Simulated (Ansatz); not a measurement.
Reactions of `[Cl][Sn]([Cl])([Br])[Br]`.

Gas-phase electronic energies from Ansatz, PBE0-D4/def2-TZVP geometries. CBS: MP2 limit from def2 TZ/QZ plus the TZ coupled-cluster correction, frozen cores. This one scheme is used for every species, atoms too. For atomizations the MP2-based limit and the directly extrapolated one differ by several kJ/mol either way, and by 10 to 25 for some Ge, Se and Sn compounds, so smaller differences from it don't rank the levels. No spin–orbit coupling; open shells (•) take unrestricted orbitals. Spin–orbit coupling would lower the free atoms: a little for Cl; clearly for Br; strongly for Sn. def2 core potentials past Kr. Bonds to Br, Sn are less sure, by a few kJ/mol each and by 10 to 20 or more in all where they break to atoms, as the def2 sets lack core-valence functions. Scalar relativity is left out up to krypton.

Question: Order these by ΔE at CCSD(T)/CBS, lowest first. (An estimate is asked.)
A. `[Cl][Sn]([Cl])([Br])[Br]` → `ClBr` + `[Cl][Sn][Br]`
B. `[Cl][Sn]([Cl])([Br])[Br]` → Br₂ + `[Cl][Sn][Cl]`
C. `[Cl][Sn]([Cl])([Br])[Br]` → 2 Br• + 2 Cl• + Sn•
D. `[Cl][Sn]([Cl])([Br])[Br]` + H₂ → `[Cl][SnH]([Cl])[Br]` + HBr
E. `[Cl][Sn]([Cl])([Br])[Br]` + HCl → `[Cl][Sn]([Cl])([Cl])[Br]` + HBr
F. `[Cl][Sn]([Cl])([Br])[Br]` → `[Br][Sn][Br]` + Cl₂
G. `[Cl][Sn]([Cl])([Br])[Br]` + H–F → `[F][Sn]([Cl])([Cl])[Br]` + HBr

Answer: E (+17.6 kJ/mol), G (+56.5 kJ/mol), D (+78.0 kJ/mol), B (+251.8 kJ/mol), A (+276.1 kJ/mol), F (+301.6 kJ/mol), C (+1274.4 kJ/mol).

Largest T1 diagnostic: 0.014, for `[Cl][Sn][Cl]`.
